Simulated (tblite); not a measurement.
Compound: C5H5Br (charge +1 and doublet state).
SMILES with atom numbers: `[CH+:1]=[C:2][C:3](=[CH2:4])[CH2:5][Br:6]` (hydrogens: H7 on C1; H8, H9 on C4; H10, H11 on C5)
Bond orders are those of one Lewis drawing.

Computed with GFN2-xTB (tblite), gas phase: L-BFGS steps from a force-field or distance-geometry start until the largest atomic force falls under 0.01 eV/Å.

Step 42: E = -455.0840 eV
```
atom  x, y, z in Å  |  force x, y, z in eV/Å
C1      2.2752   -0.7516    0.4830    0.011   0.009   0.009
C2      1.1885   -0.2716    0.2442   -0.008  -0.007  -0.008
C3     -0.0644    0.2719   -0.0653    0.001   0.019  -0.002
C4     -0.2138    1.6164   -0.2153   -0.014   0.011  -0.003
C5     -1.2300   -0.6455   -0.2346   -0.007   0.036  -0.001
Br6    -1.1998   -2.2263    0.9245    0.015  -0.041  -0.009
H7      3.2286   -1.1553    0.6876    0.005  -0.008   0.018
H8     -1.1610    2.0511   -0.4959    0.013   0.005   0.011
H9      0.6066    2.2952   -0.0341   -0.004  -0.040  -0.037
H10    -1.2454   -1.0500   -1.2570    0.017   0.019   0.003
H11    -2.1790   -0.1315   -0.0632   -0.029  -0.002   0.020
```

Step 43: E = -455.0843 eV
```
atom  x, y, z in Å  |  force x, y, z in eV/Å
C1      2.2745   -0.7502    0.4838    0.023   0.004   0.015
C2      1.1874   -0.2708    0.2449    0.010  -0.033  -0.002
C3     -0.0659    0.2709   -0.0649    0.029   0.028  -0.009
C4     -0.2122    1.6155   -0.2166   -0.032   0.015  -0.002
C5     -1.2317   -0.6457   -0.2345    0.005   0.039   0.006
Br6    -1.1971   -2.2297    0.9202    0.010  -0.041  -0.009
H7      3.2287   -1.1531    0.6902   -0.018   0.003   0.011
H8     -1.1593    2.0499   -0.4972    0.007   0.017   0.008
H9      0.6089    2.2937   -0.0361   -0.006  -0.044  -0.037
H10    -1.2492   -1.0474   -1.2579    0.011   0.022   0.005
H11    -2.1787   -0.1303   -0.0579   -0.040  -0.011   0.016
```

Step 44: E = -455.0848 eV
```
atom  x, y, z in Å  |  force x, y, z in eV/Å
C1      2.2738   -0.7479    0.4855    0.037  -0.002   0.023
C2      1.1859   -0.2699    0.2465    0.030  -0.061   0.004
C3     -0.0679    0.2697   -0.0640    0.056   0.029  -0.015
C4     -0.2101    1.6141   -0.2184   -0.046   0.014  -0.004
C5     -1.2343   -0.6455   -0.2339    0.018   0.032   0.017
Br6    -1.1925   -2.2363    0.9128    0.003  -0.028  -0.017
H7      3.2291   -1.1495    0.6941   -0.046   0.016   0.002
H8     -1.1563    2.0485   -0.4997   -0.010   0.036   0.002
H9      0.6125    2.2906   -0.0404    0.000  -0.037  -0.035
H10    -1.2555   -1.0425   -1.2593    0.004   0.029   0.011
H11    -2.1791   -0.1287   -0.0493   -0.044  -0.026   0.011
```

**Question.** Estimate the geometry and energy of step 45. (The exact step hangs on the optimiser's Hessian estimate; all steps are aligned on step 44, rigid shifts and turns removed.)

**Answer.** E = -455.0856 eV, largest force 0.098 eV/Å
```
atom  x, y, z in Å  |  force x, y, z in eV/Å
C1      2.2732   -0.7441    0.4894    0.047  -0.008   0.030
C2      1.1838   -0.2694    0.2498    0.044  -0.087   0.006
C3     -0.0704    0.2681   -0.0626    0.075   0.021  -0.018
C4     -0.2076    1.6122   -0.2212   -0.051   0.007  -0.013
C5     -1.2383   -0.6445   -0.2325    0.030   0.012   0.033
Br6    -1.1847   -2.2479    0.9000   -0.010   0.001  -0.033
H7      3.2297   -1.1436    0.7003   -0.070   0.027  -0.006
H8     -1.1518    2.0474   -0.5041   -0.037   0.059  -0.004
H9      0.6185    2.2847   -0.0487    0.011  -0.018  -0.027
H10    -1.2664   -1.0334   -1.2612   -0.005   0.038   0.024
H11    -2.1806   -0.1268   -0.0352   -0.035  -0.050   0.007
```

The energy changes by -0.0008 eV. The first-order estimate −F·Δx gives -0.0011 eV and the mean of the old and new forces, exact on a quadratic surface, -0.0008 eV. The step makes an angle of 79° with the force vector and moves no atom by more than 0.019 Å.

The cost below is that of the whole relaxation. On Arm Neoverse V2, one thread, no GPU (shared host), this took 0.37 s of wall time.
